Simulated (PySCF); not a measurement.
**Electrostatic potential from atomic charges**

Species: `C(=C/C([SiH3])[SiH3])/[SH]=O`. Coordinates (GFN2-xTB, Å) and charges (e) from the PBE0/pcSseg-1 density (PySCF):

| atom | x | y | z | Mulliken | IAO | Hirshfeld | ESP-fitted |
| --- | --- | --- | --- | --- | --- | --- | --- |
| O1 | 3.631 | -1.578 | 1.048 | -0.6181 | -0.8988 | -0.3721 | -0.4773 |
| S2 | 2.465 | -0.696 | 1.013 | +0.6009 | +1.0032 | +0.3213 | +0.3427 |
| C3 | 1.457 | -1.267 | -0.382 | -0.3197 | -0.3584 | -0.0858 | -0.0194 |
| C4 | 0.234 | -0.809 | -0.599 | -0.0864 | -0.1271 | -0.0417 | -0.4969 |
| C5 | -0.424 | 0.248 | 0.199 | -0.7938 | -0.6436 | -0.1921 | +0.0420 |
| Si6 | -0.595 | 1.828 | -0.868 | +0.5251 | +0.6066 | +0.3160 | +0.3470 |
| Si7 | -2.090 | -0.394 | 0.884 | +0.5272 | +0.6064 | +0.3185 | +0.3254 |
| H8 | 2.899 | 0.444 | 0.270 | +0.0917 | -0.0008 | +0.0292 | +0.0898 |
| H9 | 1.931 | -2.048 | -0.954 | +0.1535 | +0.1756 | +0.0565 | +0.1407 |
| H10 | -0.339 | -1.204 | -1.429 | +0.1330 | +0.1536 | +0.0537 | +0.2253 |
| H11 | 0.216 | 0.496 | 1.050 | +0.1777 | +0.1492 | +0.0296 | -0.0158 |
| H12 | -1.183 | 2.885 | -0.046 | -0.0675 | -0.1118 | -0.0717 | -0.0917 |
| H13 | -1.444 | 1.546 | -2.026 | -0.0637 | -0.1132 | -0.0714 | -0.0876 |
| H14 | 0.739 | 2.227 | -1.326 | -0.0672 | -0.1098 | -0.0751 | -0.0844 |
| H15 | -2.965 | -0.746 | -0.236 | -0.0664 | -0.1144 | -0.0719 | -0.0841 |
| H16 | -1.836 | -1.581 | 1.702 | -0.0567 | -0.1046 | -0.0713 | -0.0598 |
| H17 | -2.701 | 0.662 | 1.690 | -0.0697 | -0.1120 | -0.0718 | -0.0960 |

Points outside the species (Å): A (6.1, -7.6, -2.7); B (4.5, 3.3, -0.5); C (-1.0, -4.0, -1.0).

Find the potential V = 14.3996 V·Å × Σ q/r of each set of charges at these points.

In volts:

| point | nearest atom | distance (Å) | Mulliken | IAO | Hirshfeld | ESP-fitted |
| --- | --- | --- | --- | --- | --- | --- |
| A | H9 | 7.16 | -0.223 | -0.259 | -0.108 | -0.112 |
| B | H8 | 3.36 | +0.153 | +0.146 | +0.068 | +0.130 |
| C | H10 | 2.90 | -0.075 | +0.066 | +0.104 | +0.149 |

How far are the other sets from the ESP-fitted one at these points?

Root-mean-square difference: Hirshfeld 0.044 V, IAO 0.098 V, Mulliken 0.145 V. The ESP scheme is a least-squares fit of atom-centred charges to the potential on four shells outside the van der Waals surface, with the total charge fixed.

What energy would a point charge of +2 e have at C in the field of the ESP charges, leaving out polarisation?

+0.298 eV = +28.8 kJ/mol, a repulsion.

The structure is a single GFN2-xTB conformer in the gas phase; no vibrational or solvent corrections.

Shape of the structure used: `[O:1]=[SH:2]/[CH:3]=[CH:4]\[CH:5]([SiH3:6])[SiH3:7]`: O1–S2–C3–C4 171°, C3–C4–C5–Si6 111°.
